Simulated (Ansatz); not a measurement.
`CC([SiH3])[SeH]` → `[CH2]` (triplet) + `[SiH3]C[SeH]` at 600 K and 1 bar (formal loss of a carbene).

Isolated molecules relaxed with PBE0-D4/def2-TZVP in Ansatz; ΔE leaves out vibrations. CBS: MP2 limit from def2 TZ/QZ plus the TZ coupled-cluster correction, frozen cores. This one scheme is used for every species. Triplets are unrestricted, without spin–orbit coupling. For Se outer-core shells are correlated without core-valence functions, which leaves a few kJ/mol of doubt a bond. Scalar relativity is left out up to krypton. Each species was taken in one conformer, which may not be the lowest.

| species | CCSD(T)/CBS energy (Eh) | H − E (kJ/mol) | S (J/(mol·K)) |
| --- | --- | --- | --- |
| `CC([SiH3])[SeH]` | -2770.69636 | 296.3 | 448.5 |
| `[CH2]` (triplet) | -39.09499 | 66.5 | 220.8 |
| `[SiH3]C[SeH]` | -2731.43590 | 208.8 | 398.2 |

H − E and S are ideal-gas, rigid-rotor, harmonic terms from PBE0-D4/def2-TZVP, for one conformer and one mirror image of each species, with the whole ground term of open shells counted as degenerate. 1 Eh = 2625.50 kJ/mol, R = 8.31446 J/(mol·K).

Q: By hand: ΔE, ΔH, ΔS and ΔG.

A: ΔE = (-39.09499) + (-2731.43590) − (-2770.69636) = 0.16547 Eh = 434.4 kJ/mol. Δ(H − E) = 66.5 + 208.8 − 296.3 = -21.0, so ΔH = 413.4 kJ/mol. ΔS = 220.8 + 398.2 − 448.5 = 170.5 J/(mol·K). ΔG = 413.4 − 600 × (170.5)/1000 = 311.1 kJ/mol.

Q: By hand: the equilibrium constant, and the temperature at which ΔG would vanish if ΔH and ΔS stayed fixed.

A: log₁₀ K = −ΔG/(RT ln 10) = -27.1. ΔG = 0 at ΔH/ΔS = 2425 K.

The number of gas molecules changes by +1, which sets the sign of ΔS. A doubt of 5 kJ/mol in ΔE shifts log₁₀ K by 0.4 here. Other conformers and mirror images would add mixing entropy, several J/(mol·K) or more a flexible species. A triplet takes part, so the spin changes. These are equilibria of isolated gas molecules and say nothing of rates. Largest T1 diagnostic: 0.011 (customary marks: 0.02 for closed shells, 0.045 for open ones).
